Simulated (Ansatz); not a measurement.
A nudged elastic band was laid between two geometries of Cl2H2Sn + H (6 atoms, charge 0, multiplicity 2).

These are results of Ansatz, UKS PBE0-D4/def2-SVP, not measurements.

* movable images: 5
* climbing image: yes
* spring: 5.0 eV/Å²
* optimiser: quadratic models (default)
* start path: through a guess of the saddle point
* force threshold: 0.03 eV/Å
* iteration limit: 60
* end points: relaxed

Image 0:

```xyz
6
Properties=species:S:1:pos:R:3
Sn 0.009 -0.014 -0.195
Cl -0.072 0.129 2.143
H 1.643 0.084 -0.662
Cl -1.086 1.882 -1.028
H -0.893 -1.380 -0.661
H 0.087 -0.153 5.433
```

Image 6:

```xyz
6
Properties=species:S:1:pos:R:3
Sn 0.020 -0.033 -0.260
Cl 0.003 -0.006 3.461
H 1.617 0.058 -0.927
Cl -1.095 1.898 -1.068
H -0.858 -1.371 -0.927
H 0.000 0.001 4.749
```

Question: What changes between the two ends?

Answer: Bonds broken: Sn1–Cl2. Bonds formed: Cl2–H6. Cl2H2Sn + H becomes ClH + ClH2Sn.

Question: Give the energies along the band, and the barrier.

Answer: The run converged. The highest image is number 3 of 0 to 6, 0.273 eV above the first end and 0.843 eV above the last; the last end lies 0.570 eV below the first. A vibrational analysis at the climbing image gives one clearly imaginary mode, 849i cm⁻¹: a first-order saddle point.

```json
{"image": "0", "path coordinate (Å)": "0.00", "energy (eV)": "0.000", "Sn1–Cl2 (Å)": "2.34", "Cl2–H6 (Å)": "3.31"}
{"image": "1", "path coordinate (Å)": "0.45", "energy (eV)": "0.008", "Sn1–Cl2 (Å)": "2.34", "Cl2–H6 (Å)": "2.82"}
{"image": "2", "path coordinate (Å)": "0.91", "energy (eV)": "0.070", "Sn1–Cl2 (Å)": "2.35", "Cl2–H6 (Å)": "2.32"}
{"image": "3", "path coordinate (Å)": "1.36", "energy (eV)": "0.273", "Sn1–Cl2 (Å)": "2.47", "Cl2–H6 (Å)": "1.73"}
{"image": "4", "path coordinate (Å)": "1.84", "energy (eV)": "-0.410", "Sn1–Cl2 (Å)": "2.97", "Cl2–H6 (Å)": "1.31"}
{"image": "5", "path coordinate (Å)": "2.32", "energy (eV)": "-0.549", "Sn1–Cl2 (Å)": "3.35", "Cl2–H6 (Å)": "1.29"}
{"image": "6", "path coordinate (Å)": "2.79", "energy (eV)": "-0.570", "Sn1–Cl2 (Å)": "3.72", "Cl2–H6 (Å)": "1.29"}
```

Question: What is the geometry of the highest image?

Answer: 
```xyz
6
Properties=species:S:1:pos:R:3
Sn 0.014 -0.021 0.037
Cl -0.022 0.045 2.502
H 1.641 0.070 -0.484
Cl -1.090 1.888 -0.777
H -0.880 -1.385 -0.477
H 0.023 -0.050 4.227
```

Question: What are the harmonic wavenumbers there?

Answer: 849i, 83, 191, 211, 366, 377, 381, 497, 627, 680, 1922, 1954 cm⁻¹.

The run took 2.3 min on 2 threads of Arm Neoverse V2, on a shared host, peak memory 0.23 GiB.
